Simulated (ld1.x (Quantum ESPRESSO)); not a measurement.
**u(r) = r·R(r): atom against pseudo-atom (N (Z = 7))**

Columns: radius, all-electron u(r) and pseudo u(r) of the 2s shell (level -40.23 eV) of nitrogen in the configuration [He] 2s2 2p1.5; LDA (PZ), non-relativistic, ultrasoft scheme, ld1.x (Quantum ESPRESSO) 7.5.

```csv
r (bohr),all-electron,pseudo
0.055,0.3260,-0.0831
0.110,0.4224,-0.1656
0.165,0.3853,-0.2468
0.220,0.2745,-0.3261
0.275,0.1276,-0.4029
0.330,-0.0319,-0.4766
0.385,-0.1896,-0.5465
0.440,-0.3370,-0.6123
0.495,-0.4693,-0.6732
0.550,-0.5844,-0.7289
0.605,-0.6817,-0.7789
0.660,-0.7614,-0.8228
0.715,-0.8245,-0.8603
0.770,-0.8724,-0.8909
0.825,-0.9065,-0.9146
0.880,-0.9284,-0.9310
0.935,-0.9397,-0.9401
0.990,-0.9418,-0.9418
1.045,-0.9362,-0.9362
1.100,-0.9240,-0.9240
1.155,-0.9064,-0.9064
1.210,-0.8845,-0.8845
1.265,-0.8590,-0.8590
1.320,-0.8309,-0.8309
1.375,-0.8008,-0.8008
1.430,-0.7692,-0.7692
```

**Question.** How many radial nodes do the two functions have?

**Answer.** The all-electron 2s function has n − l − 1 = 1; the pseudo-wave has 0, since the states of the same l below it are removed with the core.

**Question.** At about which radius was the pseudo-wave matched?

**Answer.** 1.00 bohr. The columns agree to 0.0005 from 0.94 bohr on; several derivatives are matched, so the curves merge somewhat inside the radius.

**Question.** Is the pseudo-wave norm-conserving?

**Answer.** No, it belongs to an ultrasoft set: the norm inside the radius is not constrained, and the difference is carried by the augmentation charge.
